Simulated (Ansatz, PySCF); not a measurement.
Energy difference 2 R1 → P1 + P2, each structure at its B3LYP-D3(BJ)/def2-TZVP stationary point, reached from a drawn start (curvature not checked).
P1: GeI4 (SMILES [I][Ge]([I])([I])[I]), charge 0, multiplicity 1.
R1: GeI3 (SMILES [I][Ge]([I])[I]), charge 0, multiplicity 2.
P2, GeI2 (SMILES [I][Ge][I]) (charge 0, multiplicity 1):
```xyz
3

Ge     0.00519     0.00513    -1.07687
I      2.01253    -0.00642     0.54817
I     -2.01772     0.00129     0.52870
```

P less R. No zero-point or thermal terms; singlets are restricted closed shells; open shells are unrestricted; no spin–orbit coupling.

The values were computed with Ansatz (a program for electronic structure); PySCF for the D3/D4 terms. No computed number here is a measurement. Elements past Kr take the def2 small-core potentials, without spin–orbit coupling.

Q: Predict the reaction energy from BLYP/def2-TZVPP.

A: -0.90 eV

Q: Estimate the reaction energy that wB97X-V/def2-TZVPP returns for this input.

A: -1.28 eV

Q: Estimate the reaction energy that r2SCAN-D4/def2-TZVPP returns for this input.

A: -0.95 eV
